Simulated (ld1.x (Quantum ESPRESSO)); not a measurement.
Transferability test, TM potential for Au (Z = 79)

* Element: gold
* Generator: ld1.x (Quantum ESPRESSO) 7.5
* Type: norm-conserving Troullier–Martins (Kleinman–Bylander form)
* Functional: LDA (PZ)
* Relativity: scalar-relativistic
* Frozen core: [Xe] 4f14
* Valence charge: 11
* Reference configuration: 5d10 6s0 6p0 (charge +1)
* Partial waves: 6s (bound, empty): rc 1.95 bohr; 6p (bound, empty): rc 2.95 bohr; 5d (bound): rc 1.90 bohr
* Local potential: all-electron potential smoothed inside 1.90 bohr (lloc = -1)
* Core correction: Bessel-smoothed model core inside 1.45 bohr

Energies are relative to the spin-unpolarised reference configuration 5d10 6s0 6p0; without spin polarisation the order of configurations can differ from experiment. Spin-polarised rows fill each open shell by Hund’s rule, majority spin first.

```json
{"valence configuration": "5d9 6s0 6p0", "charge": "+2", "ΔE all-electron (eV)": "21.501", "error AE − PS (meV)": "-38"}
{"valence configuration": "5d10 6s0.5 6p0", "charge": "+0.5", "ΔE all-electron (eV)": "-5.827", "error AE − PS (meV)": "-0.7"}
{"valence configuration": "5d7 6s0 6p0", "charge": "+4", "ΔE all-electron (eV)": "103.666", "error AE − PS (meV)": "-619"}
{"valence configuration": "5d9 6s2 6p0", "charge": "0", "ΔE all-electron (eV)": "-8.173", "error AE − PS (meV)": "-84"}
{"valence configuration": "5d9 6s1 6p1", "charge": "0", "ΔE all-electron (eV)": "-2.257", "error AE − PS (meV)": "-83"}
{"valence configuration": "5d10 6s1 6p0 (spin-polarised)", "charge": "0", "ΔE all-electron (eV)": "-9.908", "error AE − PS (meV)": "-6.4"}
{"valence configuration": "5d9 6s0 6p0 (spin-polarised)", "charge": "+2", "ΔE all-electron (eV)": "21.360", "error AE − PS (meV)": "-33"}
```

(1) What are ΔE and the potential's error for 5d10 6s1 6p0?

(2) What are ΔE and the potential's error for 5d8 6s0 6p0?

Note: ghost state, extra bound levels that the all-electron valence spectrum of the same l lacks: s at -40.1 eV. A true bound ghost makes a file unfit for plane-wave use.

Answers

(1) ΔE = -9.774 eV all-electron; the error (AE − PS) is -6.2 meV.

(2) ΔE = 55.668 eV all-electron; the error (AE − PS) is -210 meV.

These tests converged, but a pseudo level misses the all-electron one widely, so the file describes the atom poorly there or has found another state: 5d7 6s0 6p0: empty 6p by 6.6 eV (a node warning on the way).
